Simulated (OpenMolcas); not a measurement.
What dynamic correlation does to the levels of Sn2+

```yaml
Program: OpenMolcas 26.06
Basis: ANO-RCC-VDZP [6s5p3d1f]
Scalar_Hamiltonian: DKH2, point nucleus
Active_space: 2 electrons in 4 orbitals (5s 5p)
State_averaging: 2S+1 = 3 even, 3 roots; 2S+1 = 1 even, 7 roots; 2S+1 = 3 odd, 3 roots; 2S+1 = 1 odd, 3 roots
Spin-orbit_coupling: state interaction with AMFI integrals over the reference wave functions, term energies averaged over their components
```

Methods on the same reference wave functions:
A. CASSCF
B. SS-CASPT2, IPEA 0.25 Eh, imaginary shift 0.1 Eh (closed shells correlated: 4d)
C. MS-CASPT2, IPEA 0.25 Eh, imaginary shift 0.1 Eh (closed shells correlated: 4d)

Energies in cm⁻¹ above 5s² ¹S₀, the measured ground level; measured values from Moore, Atomic Energy Levels, vol. III, NSRDS-NBS 35 (1971 reprint of NBS Circular 467, 1958).

| Level | A | B | C | Measured |
| --- | --- | --- | --- | --- |
| 5s² ¹S₀ | 0.0 | 0.0 | 0.0 | 0.0 |
| 5s 5p ³P°₀ | 48724 | 52270 | 52700 | 53548 |
| 5s 5p ³P°₁ | 50432 | 53930 | 54360 | 55196 |
| 5s 5p ³P°₂ | 54278 | 57830 | 58260 | 59229 |
| 5s 5p ¹P°₁ | 85320 | 79670 | 80100 | 79911 |
| 5p² ³P₀ | 123617 | 125780 | 126210 | 127308 |
| 5p² ³P₁ | 126118 | 128440 | 128870 | 130120 |
| 5p² ³P₂ | 128912 | 130700 | 131130 | 134567 |
| 5p² ¹D₂ | 137729 | 136750 | 137180 | 128205 |
| 5p² ¹S₀ | 156866 | 153430 | 154300 |  |

Deviations, from unrounded energies. A percentage is the sum of absolute deviations over the sum of measured energies, with the sign that they share, or ± where signs differ.

```json
{"Against measurement": "mean absolute deviation (cm-1)", "Levels": "8", "A": "5400", "B": "2500", "C": "2200"}
{"Against measurement": "other configurations (%)", "Levels": "8", "A": "±5.6", "B": "±2.6", "C": "±2.3"}
```

C lies closest to measurement on these levels and A furthest from it. The largest miss of C in the table is 5p² ¹D₂, by +9000 cm-1. The ranking rests on the paired levels alone, and a cruder setting can come out closer through cancelling errors.

Between B and C the level of the table that moves most is 5p² ¹S₀, by 870 cm-1 (lowest in B, highest in C). Moves below CASPT2's spread within the term are not significant.

The mean deviations of B to C differ by less than CASPT2's widest spread within a term (300 cm-1), so their order carries little weight.

The lowest spin-free term lies below A's lowest term by 0.314 hartree in B, 0.316 hartree in C.

CASPT2 breaks the degeneracy within a term, and the mean is taken; among the terms shown or strongly mixed into the levels shown the widest spread is 300 cm-1 (5p² ¹D, C). Some levels mix across a computed gap that differs much from the measured one, so their mixing is not that of the real levels. The ¹D term of p² mixes with s d, which this space lacks. Computed and measured levels are paired by configuration, term and J; levels that our copy of the source lacks, or whose pairing is in doubt (as where it misses far off the trend of its configuration), stay unpaired and out of the deviations. Only configurations of the active space appear.

° marks odd parity.
